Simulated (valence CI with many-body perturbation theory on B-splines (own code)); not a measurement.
# Ba24+: electric-dipole lines

Level of theory: configuration interaction combined with many-body perturbation theory (CI+MBPT): four valence electrons over a frozen Dirac-Fock core [Ar] 3d10, a basis of 11 s, 11 p, 10 d, 8 f, 5 g, 2 h functions for each j, with the one-electron correlation potential Σ1, the two-electron term Σ2, the three-electron term Σ3, Breit, model QED; selected CI, second order for the rest, scaled by the run's own slope (own B-spline code, finite nucleus).

No measured spectrum was set against this ion. As an estimate, levels hold to about 250 cm⁻¹ or 0.2 % of their energy and the worst to 1 %, as in measured heavy ions of charge 2 to 7; those with d or f electrons hold less well. Among the levels kept, up to 470 cm⁻¹ of a level comes from second order outside the variational space, and about a tenth of that is noise between levels of different J, which matters for small intervals.

Lines 151 to 200 of 545 in falling wavelength, among levels below 295.24 eV, chosen from the strongest by gf and those to the six lowest levels. Wavelengths and rates use the calculated energies, so an error of 2000 cm⁻¹ moves a line at 141.3 Å by 0.28 % and its rate by three times that or more. Electric multipoles are in the length gauge, E1 and E2 with the static RPA response of the core. Weak lines are less certain than strong ones. Lines between different terms over intervals too small for the method are left out, as are lines whose strength nearly cancels. Where a level lies close to another of its J and parity, the split of strength between their lines is uncertain. The highest levels of a list are the least certain.

Levels are named by their leading jj configuration (3d3/2^4 stands for four electrons in 3d with j = 3/2), which in mixed levels can hold well under half, so a name can repeat and another be missing. Letters in brackets count levels of one name in rising energy.

```tsv
λ vac (Å)	Upper	Lower	A (s⁻¹)	log gf	Branch %
141.3	(4p1/2 4p3/2^2 4d5/2) J=2 [b]	(4s 4p1/2 4p3/2 4d5/2) J=3 [b]	1.25e+10	-0.73	7.1
140.9	(4s 4p1/2 4d3/2 4d5/2) J=3 [d]	(4s 4p1/2 4p3/2 4d3/2) J=2 [e]	1.27e+10	-0.58	7.0
140.0	(4s 4p1/2 4p3/2^2) J=1 [b]	(4s^2 4p1/2 4p3/2) J=1	3.54e+10	-0.51	18.6
139.7	(4p1/2^2 4p3/2 4d5/2) J=2	(4s 4p1/2^2 4d3/2) J=2	2.52e+10	-0.43	21.9
139.7	(4s 4p3/2^2 4d5/2) J=2 [b]	(4s^2 4p3/2 4d3/2) J=2	1.68e+10	-0.61	17.5
139.1	(4s 4p3/2^2 4d5/2) J=1 [b]	(4s^2 4p3/2 4d5/2) J=2	6.84e+10	-0.23	14.5
138.0	(4s^2 4d3/2 4d5/2) J=3	(4s^2 4p3/2 4d5/2) J=3	1.15e+10	-0.64	2.9
137.9	(4s^2 4d5/2^2) J=4 [a]	(4s^2 4p3/2 4d5/2) J=3	2.53e+10	-0.19	19.2
137.9	(4s 4p1/2 4p3/2 4d3/2) J=2 [e]	(4s^2 4p1/2 4d3/2) J=2	3.20e+10	-0.34	9.9
137.6	(4s 4p1/2 4p3/2 4f7/2) J=5 [a]	(4s 4p1/2 4p3/2 4d5/2) J=4 [c]	7.48e+09	-0.63	17.5
137.4	(4s 4p3/2^2 4d3/2) J=3 [b]	(4s^2 4p3/2 4d3/2) J=3	1.16e+10	-0.64	2.7
136.8	(4s^2 4p1/2 4f7/2) J=4	(4s^2 4p3/2 4d5/2) J=4	3.40e+10	-0.07	19.3
136.6	(4s 4p1/2 4p3/2 4d3/2) J=1 [a]	(4s 4p1/2 4p3/2^2) J=2 [a]	2.34e+10	-0.71	52.7
136.4	(4s 4p1/2 4p3/2 4f5/2) J=4 [a]	(4s 4p1/2 4p3/2 4d5/2) J=3 [d]	1.17e+10	-0.53	8.0
136.1	(4s 4p1/2 4p3/2 4d5/2) J=1 [a]	(4s 4p1/2 4p3/2^2) J=2 [b]	4.25e+10	-0.45	22.1
135.9	(4s 4p1/2 4p3/2 4d3/2) J=1 [c]	(4s 4p1/2 4p3/2^2) J=1 [b]	2.25e+10	-0.73	9.9
135.8	(4s^2 4p1/2 4d3/2) J=2	(4s^2 4p1/2 4p3/2) J=2	3.26e+10	-0.35	93.4
135.7	(4s^2 4p1/2 4f7/2) J=3	(4s^2 4p3/2 4d5/2) J=4	1.45e+10	-0.55	5.2
134.8	(4s 4p1/2^2 4d3/2) J=1	(4s 4p1/2^2 4p3/2) J=2	1.74e+09	-1.85	16.6
134.8	(4s 4p3/2^2 4d3/2) J=0	(4s^2 4p3/2 4d3/2) J=1	1.18e+11	-0.49	21.8
134.6	(4s 4p1/2 4p3/2 4f7/2) J=5 [a]	(4s 4p1/2 4p3/2 4d5/2) J=4 [b]	1.70e+10	-0.29	39.9
133.3	(4s 4p1/2 4p3/2 4d5/2) J=2 [c]	(4s^2 4p1/2 4d3/2) J=2	1.99e+10	-0.58	9.2
132.9	(4s 4p1/2 4d3/2 4d5/2) J=4 [b]	(4s 4p1/2 4p3/2 4d3/2) J=3 [b]	2.39e+10	-0.25	43.1
132.1	(4s^2 4p3/2 4d3/2) J=1	(4s^2 4p3/2^2) J=0	1.85e+09	-1.84	0.6
132.0	(4s^2 4p1/2 4d3/2) J=2	(4s^2 4p1/2 4p3/2) J=1	2.30e+09	-1.52	6.6
131.7	(4s 4p1/2^2 4d3/2) J=2	(4s 4p1/2^2 4p3/2) J=2	2.04e+10	-0.58	73.2
131.4	(4s 4p1/2 4d3/2 4d5/2) J=3 [d]	(4s 4p1/2 4p3/2 4d5/2) J=4 [b]	1.15e+10	-0.68	6.3
130.7	(4s 4p1/2 4p3/2 4f7/2) J=5 [b]	(4s 4p1/2 4p3/2 4d5/2) J=4 [b]	9.85e+09	-0.56	5.1
129.7	(4s^2 4d3/2 4d5/2) J=3	(4s^2 4p3/2 4d5/2) J=2	1.11e+10	-0.71	2.8
129.5	(4s 4p1/2 4d5/2^2) J=4	(4s 4p1/2 4p3/2 4d5/2) J=3 [b]	1.09e+10	-0.61	7.9
129.4	(4s 4p1/2 4d3/2 4d5/2) J=2 [c]	(4s 4p1/2 4p3/2 4d3/2) J=3 [b]	2.69e+10	-0.47	13.2
129.4	(4s 4p1/2 4p3/2 4f5/2) J=3 [b]	(4s 4p1/2 4p3/2 4d5/2) J=3 [c]	1.25e+10	-0.66	4.4
128.7	(4s 4p1/2 4d5/2^2) J=3	(4s 4p1/2 4p3/2 4d5/2) J=4 [b]	1.16e+10	-0.70	8.8
128.0	(4s 4p3/2^3) J=2	(4s^2 4p1/2 4p3/2) J=2	5.67e+09	-1.16	11.5
127.8	(4s 4p1/2 4d3/2 4d5/2) J=5	(4s 4p1/2 4p3/2 4d5/2) J=5	3.51e+10	-0.02	50.1
127.8	(4s^2 4p3/2 4d3/2) J=2	(4s^2 4p3/2^2) J=2	8.25e+09	-1.00	2.6
127.5	(4s 4p1/2 4p3/2 4d3/2) J=2 [c]	(4s 4p1/2 4p3/2^2) J=3	2.26e+10	-0.56	7.5
127.1	(4s 4p1/2 4p3/2 4d5/2) J=3 [b]	(4s 4p1/2 4p3/2^2) J=3	4.30e+10	-0.14	31.4
127.0	(4s 4p1/2 4p3/2 4d3/2) J=2 [a]	(4s 4p1/2^2 4p3/2) J=1	3.07e+10	-0.43	71.5
126.7	(4p1/2^2 4p3/2 4d5/2) J=2	(4p1/2^2 4p3/2^2) J=2	2.77e+10	-0.48	24.1
126.7	(4s 4p1/2 4p3/2 4d5/2) J=3 [d]	(4s 4p1/2 4p3/2^2) J=2 [b]	1.76e+10	-0.53	6.9
126.6	(4s^2 4d5/2^2) J=2	(4s^2 4p3/2 4d5/2) J=3	6.56e+10	-0.10	14.5
126.4	(4s 4p1/2 4d3/2 4d5/2) J=4 [a]	(4s 4p1/2 4p3/2 4d5/2) J=4 [a]	2.65e+10	-0.24	26.8
126.1	(4s 4p1/2 4d3/2 4d5/2) J=3 [d]	(4s 4p1/2 4p3/2 4d3/2) J=3 [b]	1.60e+10	-0.57	8.8
125.9	(4s 4p1/2 4p3/2 4d3/2) J=2 [d]	(4s 4p1/2 4p3/2^2) J=3	2.49e+10	-0.53	14.1
125.9	(4s 4p1/2 4p3/2 4d5/2) J=2 [a]	(4s 4p1/2 4p3/2^2) J=2 [a]	4.41e+10	-0.28	46.7
125.7	(4s 4p3/2^2 4d3/2) J=1 [a]	(4s 4p1/2 4p3/2^2) J=1 [b]	3.96e+10	-0.55	11.2
125.6	(4p1/2^2 4p3/2 4d5/2) J=1	(4p1/2^2 4p3/2^2) J=0	3.09e+10	-0.66	25.1
125.6	(4s 4p1/2^2 4d5/2) J=3	(4s 4p1/2^2 4p3/2) J=2	3.76e+10	-0.21	90.7
125.3	(4s^2 4p1/2 4d5/2) J=3	(4s^2 4p1/2 4p3/2) J=2	5.72e+10	-0.03	98.9
```
